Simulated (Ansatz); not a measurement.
Ansatz results at the PBE0-D4/def2-TZVP geometry: HOMO energy (PBE0/def2-TZVPP) -8.33 eV; HOMO energy (ωB97M-V/def2-TZVPP) -10.52 eV; size of the dipole moment (PBE/def2-TZVPP) 3.35 D.

Each molecule was computed in one conformer, which needn't be the lowest.

**Question.** Which molecule gave them?
A. `[F][Al-]([F])([F])[NH2+][SiH3]`
B. `C[NH2+][GaH3-]`
C. `[CH3][Al-]([CH3])([NH3+])[Cl]`
D. `[CH3][Ga-]([OH2+])([Cl])[Cl]`

**Answer.** D. The others give `C[NH2+][GaH3-]`: -7.45, -9.71, 5.04; `[F][Al-]([F])([F])[NH2+][SiH3]`: -10.17, -12.47, 5.76; `[CH3][Al-]([CH3])([NH3+])[Cl]`: -7.11, -9.34, 5.54.
